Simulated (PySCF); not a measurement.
## Scalar relativity in Si+ (silicon, charge +1)

[Ne] 3s2 3p1, 2P determinant; UHF calculated with PySCF 2.14 in dyall-av3z, once non-relativistic with a point nucleus and once with spin-free X2C-1e and a Gaussian nucleus.

| shell | ε non-rel. (eV) | ε X2C (eV) | rms r non-rel. (bohr, spins averaged) | rms r X2C (bohr, spins averaged) | change of radius (%) |
| --- | --- | --- | --- | --- | --- |
| 1s α | -1882.4 | -1886.9 | 0.1292 | 0.1287 | -0.40 |
| 1s β | -1882.2 | -1886.7 | 0.1292 | 0.1287 | -0.40 |
| 2s α | -177.28 | -177.99 | 0.6137 | 0.6118 | -0.31 |
| 2s β | -177.09 | -177.79 | 0.6137 | 0.6118 | -0.31 |
| 2p α | -125.59 | -125.55 | 0.5994 | 0.5989 | -0.08 |
| 2p β | -125.23 | -125.18 | 0.5994 | 0.5989 | -0.08 |
| 3s α | -24.075 | -24.130 | 2.248 | 2.243 | -0.21 |
| 3s β | -21.668 | -21.725 | 2.248 | 2.243 | -0.21 |
| 3p α | -16.216 | -16.204 | 2.650 | 2.651 | 0.01 |

The total energy goes from -288.5779 to -289.1829 hartree.

Ionisation energy, Si+ [Ne] 3s2 3p1 (2P) → Si(2+) [Ne] 3s2 (1S) (eV):

| method | non-relativistic | spin-free X2C | shift |
| --- | --- | --- | --- |
| UHF | 15.842 | 15.831 | -0.012 |
| MP2 (valence) | 16.108 | 16.097 | -0.011 |
| SCS-MP2 (valence) | 16.096 | 16.085 | -0.011 |
| CCSD (valence) | 16.217 | 16.206 | -0.010 |
| CCSD(T) (valence) | 16.247 | 16.237 | -0.011 |
| LDA | 16.368 | 16.356 | -0.012 |
| PBE | 16.408 | 16.396 | -0.012 |
| PBE0 | 16.433 | 16.421 | -0.012 |
| r2SCAN | 16.531 | 16.519 | -0.012 |

Relativity contracts and stabilises s shells directly. The contracted s shells screen the nucleus better, so for spin-averaged p shells the direct and indirect effects partly cancel.
